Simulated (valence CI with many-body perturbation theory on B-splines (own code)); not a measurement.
Energy levels of Re⁷⁰⁺

Method: valence CI with perturbative core correlation (CI+MBPT): three valence electrons over a frozen Dirac-Fock core [He], radial functions for each j: 11 s, 11 p, 9 d, 7 f, 5 g, 2 h, 1 i, with the one-electron correlation potential Σ1, the two-electron term Σ2, the three-electron term Σ3, Breit, model QED; selected CI, second order for the rest (own B-spline code, finite nucleus).

The last digits are not significant, and no measured levels were compared; by estimate large intervals hold to a few tenths of a per cent, small ones and those within an open d or f shell to about a per cent.

Levels 91 to 103 of 103, with energies above the lowest level, (2s^2 2p1/2) J=1/2. "Leading %" is the weight of the configuration and term that name the level; weights of strongly mixed levels are sums over their largest components and can fall short. In the jj column 3d3/2^4 stands for four electrons in 3d with j = 3/2. Lifetimes count E1, E2, E3, M1 and M2 decay at the calculated energies, and are blank where another channel may lead or the interval is too uncertain; long ones can be off by a factor of two.

| No. | Configuration | Term | J | E (× 10³ cm⁻¹) | Leading % | Second component | Lifetime | Leading jj |
| --- | --- | --- | --- | --- | --- | --- | --- | --- |
| 91 | 2p2.3p | 2P° | 1/2 | 109800 | 87 | 8 % 2p2.3p 4D° | 2.11 fs | 2p1/2 2p3/2 3p3/2 (99 %) |
| 92 | 2p2.3d | 2G | 7/2 | 109850 | 55 | 25 % 2p2.3d 2F | 16.8 fs | 2p1/2 2p3/2 3d3/2 (99 %) |
| 93 | 2p2.3d | 2D | 5/2 | 109990 | 37 | 32 % 2p2.3d 2F | 472 as | 2p1/2 2p3/2 3d3/2 (99 %) |
| 94 | 2p2.3d | 2D | 3/2 | 110040 | 47 | 18 % 2p2.3d 2P | 457 as | 2p1/2 2p3/2 3d3/2 (100 %) |
| 95 | 2p2.3d | 2P | 1/2 | 110120 | 39 | 32 % 2p2.3d 4P | 429 as | 2p1/2 2p3/2 3d3/2 (100 %) |
| 96 | 2p2.3d | 4D | 7/2 | 110670 | 46 | 39 % 2p2.3d 4F | 15.3 fs | 2p1/2 2p3/2 3d5/2 (100 %) |
| 97 | 2p2.3d | 2G | 9/2 | 110810 | 65 | 35 % 2p2.3d 4F | 50.2 fs | 2p1/2 2p3/2 3d5/2 (100 %) |
| 98 | 2p2.3d | 2P | 3/2 | 110820 | 40 | 25 % 2p2.3d 4P | 768 as | 2p1/2 2p3/2 3d5/2 (99 %) |
| 99 | 2p2.3d | 2F | 5/2 | 110840 | 44 | 19 % 2p2.3d 4D | 624 as | 2p1/2 2p3/2 3d5/2 (99 %) |
| 100 | 2p2.3d | 2D | 5/2 | 110980 | 57 | 28 % 2p2.3d 4P | 409 as | 2p1/2 2p3/2 3d5/2 (99 %) |
| 101 | 2p2.3d | 2F | 7/2 | 111040 | 70 | 12 % 2p2.3d 4F | 376 as | 2p1/2 2p3/2 3d5/2 (99 %) |
| 102 | 2p2.3d | 2D | 3/2 | 111100 | 57 | 30 % 2p2.3d 2P | 557 as | 2p1/2 2p3/2 3d5/2 (100 %) |
| 103 | 2p2.3d | 2P | 1/2 | 111150 | 57 | 37 % 2p2.3d 2S | 530 as | 2p1/2 2p3/2 3d5/2 (100 %) |
